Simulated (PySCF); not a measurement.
C₄H₇Cl. Atoms are numbered in the order given.

```xyz
12

C      2.3140     0.4942    -0.1689
C      1.0346    -0.2781     0.0538
C      0.2370    -0.8354    -1.1065
C     -0.2884     0.3248    -0.3134
Cl    -1.6924     0.0995     0.7534
H      2.5255     1.1690     0.6763
H      2.2555     1.1072    -1.0827
H      3.1731    -0.1874    -0.2813
H      1.0132    -0.8928     0.9600
H      0.5818    -0.6355    -2.1261
H     -0.2582    -1.7999    -0.9704
H     -0.3027     1.3159    -0.7740
```

Geometry optimised at B3LYP-D3(BJ)/def2-SVP.

These are B3LYP/pcSseg-1 (PySCF) values and carry that method's errors.

GIAO shieldings, no solvent; atoms listed in one row are averaged. δ = σ(ref) − σ: ¹³C against TMS (σ = 181.3 ppm); ³⁵Cl against HCl (σ = 933.3 ppm); ¹H against TMS (σ = 31.68 ppm), references at their B3LYP-D3(BJ)/def2-TZVP geometries, non-relativistic (without spin–orbit terms, shifts of atoms bonded to Cl or Br come out too high).

Task: Estimate the chemical shifts. (Estimate from the structure and the level; the computed values follow.)

Result: 
| nucleus | atoms | count | δ (ppm) |
|---|---|---|---|
| ¹³C | C4 | 1 | 46.0 |
| ¹³C | C2 | 1 | 23.0 |
| ¹³C | C1 | 1 | 21.8 |
| ¹³C | C3 | 1 | 21.5 |
| ³⁵Cl | Cl5 | 1 | 149.0 |
| ¹H | H12 | 1 | 2.71 |
| ¹H | H6, H7, H8 | 3 | 1.41 |
| ¹H | H9 | 1 | 1.15 |
| ¹H | H11 | 1 | 1.08 |
| ¹H | H10 | 1 | 0.84 |
